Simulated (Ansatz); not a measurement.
`C[Si](C)O` radical at its PBE0-D4/def2-TZVP geometry, where that method's forces vanish. The species carries charge 0 and has multiplicity 2.

```tsv
atom	x (Å)	y (Å)	z (Å)
C1	0.865	-0.226	-1.294
Si2	-0.585	-0.411	-0.114
C3	-0.062	-0.125	1.656
O4	-1.742	0.743	-0.413
H5	0.563	-0.368	-2.334
H6	1.303	0.774	-1.196
H7	1.638	-0.964	-1.066
H8	0.340	0.888	1.766
H9	-0.908	-0.232	2.336
H10	0.711	-0.837	1.952
H11	-2.122	0.759	-1.293
```

(1) For each bond, give half the difference of the two atoms' forces along it (eV/Å; positive pushes the atoms apart) under PBE-D4, r2SCAN-D4, B3LYP-D4, ωB97M-V in def2-TZVPP. (Estimate.)

Answers

(1) Computed: 
```
  bond  length (Å)  PBE-D4  r2SCAN-D4  B3LYP-D4  ωB97M-V
C1–Si2       1.878   -0.03      -0.01      0.09     0.04
 C1–H5       1.092    0.10      -0.01     -0.05    -0.05
 C1–H6       1.096    0.12       0.00     -0.04    -0.06
 C1–H7       1.093    0.10      -0.02     -0.05    -0.05
Si2–C3       1.867    0.01      -0.01      0.08     0.04
Si2–O4       1.661    0.36       0.07      0.13     0.14
 C3–H8       1.095    0.11       0.00     -0.04    -0.06
 C3–H9       1.091    0.10      -0.01     -0.05    -0.05
C3–H10       1.092    0.11      -0.02     -0.05    -0.05
O4–H11       0.958    0.34       0.02     -0.02    -0.06
```

B3LYP here is the variant with VWN-RPA as its local correlation; programs differ in this.
